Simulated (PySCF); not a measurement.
CHO₂, SMILES [O]C=O, multiplicity 2.

Geometry optimised at PBE0-D3(BJ)/def2-TZVP. The geometry has at least one imaginary mode, so it is a saddle point at that level. The isomer is the one that the SMILES or the coordinates give; other isomers of the formula were not compared.

Computed with TDA-PBE/def2-TZVPD run with PySCF.

Vertical excitations. Isolated molecule, no solvent.

**Question.** List the lowest excited states. (The exact figures need the calculation; the answer reports its results.)

**Answer.** 
```json
[
 {"state": "root 1", "energy (eV)": "1.90", "λ (nm)": "654", "f": "0.000", "main pairs": "β HOMO−1→LUMO 100 %"},
 {"state": "root 2", "energy (eV)": "2.26", "λ (nm)": "547", "f": "0.020", "main pairs": "β HOMO→LUMO 91 %"},
 {"state": "root 3", "energy (eV)": "5.43", "λ (nm)": "228", "f": "0.003", "main pairs": "β HOMO−2→LUMO 98 %"},
 {"state": "root 4", "energy (eV)": "5.75", "λ (nm)": "216", "f": "0.010", "main pairs": "β HOMO−3→LUMO 92 %"},
 {"state": "root 5", "energy (eV)": "6.44", "λ (nm)": "193", "f": "0.000", "main pairs": "β HOMO−4→LUMO 98 %"},
 {"state": "root 6", "energy (eV)": "6.46", "λ (nm)": "192", "f": "0.001", "main pairs": "α HOMO→LUMO 98 %"},
 {"state": "root 7", "energy (eV)": "6.54", "λ (nm)": "189", "f": "0.000", "main pairs": "α HOMO−1→LUMO 46 %, β HOMO−1→LUMO+1 53 %"},
 {"state": "root 8", "energy (eV)": "6.66", "λ (nm)": "186", "f": "0.000", "main pairs": "α HOMO−2→LUMO 8 %, β HOMO→LUMO+1 92 %"},
 {"state": "root 9", "energy (eV)": "7.51", "λ (nm)": "165", "f": "0.021", "main pairs": "α HOMO→LUMO+1 98 %"},
 {"state": "root 10", "energy (eV)": "7.51", "λ (nm)": "165", "f": "0.000", "main pairs": "α HOMO−2→LUMO 92 %, β HOMO→LUMO+1 8 %"}
]
```
Unrestricted roots are not spin-pure.
